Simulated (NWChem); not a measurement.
## Basis-set convergence for H$_{5}$InO$_{2}$

SMILES: O.[OH][InH2]
```xyz
8

In     0.4229    -0.2159    -0.1325
H      0.7559    -1.6891     0.6938
H      1.3932     0.9365    -0.9648
O     -1.5756    -0.0101    -0.6895
H     -2.1025    -0.8160    -0.6812
O     -0.7583     1.1543     1.3728
H     -1.4653     0.8877     0.7046
H     -0.6348     2.1058     1.2721
```
Charge 0, spin multiplicity 1.

Program: NWChem. All single points use one geometry, from PBE0/def2-SVP with def2 effective core potentials on In, with no frequency check, so it may be a saddle point. It is one conformer; others weren't searched.

Quantity: dipole moment at the level B3LYP.

Effective core potentials replace the inner electrons of In; spin-orbit coupling is left out. B3LYP has NWChem's definition, with VWN1-RPA local correlation. The structure started from a generated list of species.

Relative cost: rough, from shared machines, SCF included, def2-SVP = 1.

| basis | functions | dipole moment (D) | relative cost |
|---|---|---|---|
| def2-SVP | 79 | ? | 1 |
| def2-SVPD | 118 | 0.68 | under 3 |
| def2-TZVP | 142 | ? | 4 |
| def2-TZVPD | 181 | 0.69 | 10 |
| def2-TZVPP | 182 | ? | 7 |

**Question.** Fill in the missing entries.

**Answer.** 
- def2-SVP, dipole moment (D): 0.71
- def2-TZVP, dipole moment (D): 0.63
- def2-TZVPP, dipole moment (D): 0.65
